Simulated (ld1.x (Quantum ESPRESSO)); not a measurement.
# Reading a pseudo-wave (H)

Columns: radius, all-electron u(r) and pseudo u(r) of the 1s shell (level -6.33 eV) of hydrogen in the configuration 1s1; PBEsol, scalar-relativistic, TM scheme, ld1.x (Quantum ESPRESSO) 7.5.

| r (bohr) | all-electron | pseudo |
| --- | --- | --- |
| 0.038 | 0.0688 | 0.0605 |
| 0.075 | 0.1308 | 0.1186 |
| 0.113 | 0.1897 | 0.1768 |
| 0.150 | 0.2426 | 0.2312 |
| 0.188 | 0.2927 | 0.2843 |
| 0.225 | 0.3375 | 0.3325 |
| 0.263 | 0.3797 | 0.3782 |
| 0.300 | 0.4173 | 0.4186 |
| 0.338 | 0.4526 | 0.4558 |
| 0.375 | 0.4839 | 0.4881 |
| 0.413 | 0.5131 | 0.5173 |
| 0.450 | 0.5388 | 0.5425 |
| 0.488 | 0.5626 | 0.5654 |
| 0.525 | 0.5835 | 0.5853 |
| 0.563 | 0.6026 | 0.6036 |
| 0.600 | 0.6192 | 0.6196 |
| 0.638 | 0.6342 | 0.6343 |
| 0.675 | 0.6470 | 0.6470 |
| 0.713 | 0.6585 | 0.6585 |
| 0.750 | 0.6680 | 0.6680 |
| 0.788 | 0.6763 | 0.6763 |
| 0.825 | 0.6831 | 0.6831 |
| 0.863 | 0.6887 | 0.6887 |
| 0.900 | 0.6929 | 0.6929 |
| 0.938 | 0.6962 | 0.6962 |
| 0.975 | 0.6984 | 0.6984 |

(1) How many radial nodes do the two functions have?

(2) At about which radius was the pseudo-wave matched?

(3) Is the pseudo-wave norm-conserving?

Results:

(1) The all-electron 1s function has n − l − 1 = 0; the pseudo-wave has 0.

(2) 0.75 bohr. The columns agree to 0.0005 from 0.60 bohr on; several derivatives are matched, so the curves merge somewhat inside the radius.

(3) Yes: the TM scheme keeps the norm inside the radius equal to the all-electron one, which fixes the energy derivative of the logarithmic derivative at the level.
